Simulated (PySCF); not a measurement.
Isomers of C5H13PSSi, mass 164.024 u with the commonest isotopes. Level of theory: PBE0/pcSseg-1 in PySCF (dipole) on a GFN2-xTB geometry, gas phase. One conformer each, none proved a minimum here; rigid rotors.

**Question.** Order these by radius of gyration √(Σ m r²/M), smallest first.
A. `[CH3:1][Si@H:2]1[CH2:3][CH2:4][P@@H:5](=[S:6])[CH2:7][CH2:8]1` with C1–Si2–C3–C4 172°, Si2–C3–C4–P5 -62°, C3–C4–P5–S6 -59°, C4–P5–C7–C8 -70°
B. `[CH3:1][SiH2:2][P:3]1[CH2:4][CH2:5][S:6][CH2:7][CH2:8]1` with C1–Si2–P3–C4 -74°, Si2–P3–C4–C5 -163°, P3–C4–C5–S6 72°, C4–C5–S6–C7 -63°, C5–S6–C7–C8 63°
C. `[CH3:1][Si@@H:2]([PH2:3])[S:4][C:5]1([CH3:6])[CH2:7][CH2:8]1` with C1–Si2–P3–H -89° and 178°, C1–Si2–S4–C5 -43°, Si2–S4–C5–C6 94°

**Answer.** A (2.169 Å), C (2.221 Å), B (2.363 Å).

**Question.** Order these by rotational constant A, largest first.
A. `[CH3:1][Si@@H:2]([PH2:3])[S:4][C:5]1([CH3:6])[CH2:7][CH2:8]1` with C1–Si2–P3–H -89° and 178°, C1–Si2–S4–C5 -43°, Si2–S4–C5–C6 94°
B. `[CH3:1][Si@H:2]1[CH2:3][CH2:4][P@@H:5](=[S:6])[CH2:7][CH2:8]1` with C1–Si2–C3–C4 172°, Si2–C3–C4–P5 -62°, C3–C4–P5–S6 -59°, C4–P5–C7–C8 -70°
C. `[CH3:1][SiH2:2][P:3]1[CH2:4][CH2:5][S:6][CH2:7][CH2:8]1` with C1–Si2–P3–C4 -74°, Si2–P3–C4–C5 -163°, P3–C4–C5–S6 72°, C4–C5–S6–C7 -63°, C5–S6–C7–C8 63°

**Answer.** C (2622 MHz), B (1898 MHz), A (1656 MHz).

**Question.** Order these by out-of-plane moment Σ m c² = (Ia + Ib − Ic)/2, largest first.
A. `[CH3:1][Si@@H:2]([PH2:3])[S:4][C:5]1([CH3:6])[CH2:7][CH2:8]1` with C1–Si2–P3–H -89° and 178°, C1–Si2–S4–C5 -43°, Si2–S4–C5–C6 94°
B. `[CH3:1][SiH2:2][P:3]1[CH2:4][CH2:5][S:6][CH2:7][CH2:8]1` with C1–Si2–P3–C4 -74°, Si2–P3–C4–C5 -163°, P3–C4–C5–S6 72°, C4–C5–S6–C7 -63°, C5–S6–C7–C8 63°
C. `[CH3:1][Si@H:2]1[CH2:3][CH2:4][P@@H:5](=[S:6])[CH2:7][CH2:8]1` with C1–Si2–C3–C4 172°, Si2–C3–C4–P5 -62°, C3–C4–P5–S6 -59°, C4–P5–C7–C8 -70°

**Answer.** C (124.18 u·Å²), A (114.37 u·Å²), B (46.38 u·Å²).

```tsv
SMILES	point group	Ia (u·Å²)	Ib (u·Å²)	Ic (u·Å²)	κ	μa (D)	μb (D)	μc (D)
C[Si@H]1CC[P@@H](=S)CC1	Cs	266.32	629.51	647.47	-0.96	2.61	0.00	3.11
C[SiH2]P1CCSCC1	C1	192.73	769.61	869.59	-0.93	1.30	0.27	0.02
C[Si@@H](P)SC1(C)CC1	C1	305.19	618.12	694.57	-0.81	0.05	0.54	1.38
```
